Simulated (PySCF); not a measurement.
# One molecule, several mistakes: BC2H8 anion

All numbers below are calculated, not measured. The program is PySCF 2.14.0, an open-source quantum chemistry code, run on an isolated molecule that a program drew, which may never have been made. The molecule is BC2H8 anion (charge -1, singlet), drawn as the SMILES string `C[BH2-]C`.

Each row is a Hartree-Fock (HF) and frozen-core CCSD(T) single point in the aug-cc-pVDZ basis, meant for a local HF minimum. Run 1 is clean. Each other run has one planted mistake out of seven kinds, and not every kind appears here: one electron removed, one electron added, multiplicity raised by two, geometry at a saddle point, minimal basis STO-3G, one bond length entered in bohr, all coordinates scaled. The reference is restricted for singlets and unrestricted otherwise, and also for a bond in bohr. Adding or removing an electron swaps singlet and doublet. Electrons count all cores. HOMO and LUMO are orbital energies over both spins, the gradient is its largest component, and the lowest frequency (negative if imaginary) is given only where the gradient is small. Bond lengths are over the 10 bonds as drawn. T1 is the CCSD diagnostic: over 0.02 (restricted) or 0.045 (unrestricted) a single reference is doubtful.

Geometry of the clean run:
```xyz
11
BC2H8 anion, angstrom
C    -1.5225    1.0467   -2.5615
B     0.0217    1.0706   -1.9563
C     0.0538    0.6585   -0.3499
H    -1.5610    1.3181   -3.6267
H    -2.1881    1.7498   -2.0351
H    -1.9893    0.0522   -2.4750
H     0.7390    0.2663   -2.6087
H     0.5104    2.2225   -2.1024
H    -0.3467   -0.3524   -0.1703
H    -0.5455    1.3454    0.2693
H     1.0716    0.6698    0.0670
```

```
run,electrons,basis functions,<S^2>,HOMO (eV),LUMO (eV),gradient (hartree/bohr),lowest frequency (cm^-1),mean bond (Å),longest bond (Å),T1,HF (hartree),CCSD(T) (hartree),mistake
1,26,141,0.000,-4.85,3.84,1.3e-05,217,1.2445,1.659,0.0102,-105.07052,-105.58199,no fault
2,26,141,2.010,0.75,1.47,8.7e-02,-,1.2445,1.659,0.0463,-104.91654,-105.40425,multiplicity raised by two
3,25,141,0.763,-11.14,-2.02,1.3e-01,-,1.2445,1.659,0.0533,-104.94535,-105.42746,one electron removed
4,26,141,0.617,-4.27,3.78,1.8e-02,-,1.3426,2.083,0.0602,-104.95529,-105.46844,?
5,26,23,0.000,-2.24,24.01,3.7e-02,-,1.2445,1.659,0.0041,-103.72910,-103.93166,?
```

**Which mistake was planted in run 4, and what did it cost?**

The mean bond changes by a factor of 1.079 and the longest by 1.256, so the molecule wasn't scaled as a whole. A length L in bohr read as angstrom grows by (1/0.5292 - 1) L = 0.890 L. The 10 bonds together grew by 10 x 0.0981 = 0.981 Å, which gives L = 1.103 Å. That is the length of one of the C-H bonds, 1.102 Å in the clean geometry. So the mistake is: one bond length entered in bohr. Subtracting run 1 and multiplying by 627.51 kcal/mol a hartree, the energy moved by 72.3 kcal/mol in HF and 71.3 kcal/mol in CCSD(T).

**Which mistake was planted in run 5, and what did it cost?**

It has 23 basis functions where the clean run has 141, with the same electrons and geometry. So the mistake is: minimal basis STO-3G. Subtracting run 1 and multiplying by 627.51 kcal/mol a hartree, the energy moved by 841.8 kcal/mol in HF and 1035.6 kcal/mol in CCSD(T).

Cautions from the logs. Run 2: T1 is over the limit, so its CCSD(T) energy is less reliable and the HOMO is above zero, so the electron isn't bound and the energy depends on the basis; run 3: T1 is over the limit, so its CCSD(T) energy is less reliable; run 4: T1 is over the limit, so its CCSD(T) energy is less reliable.
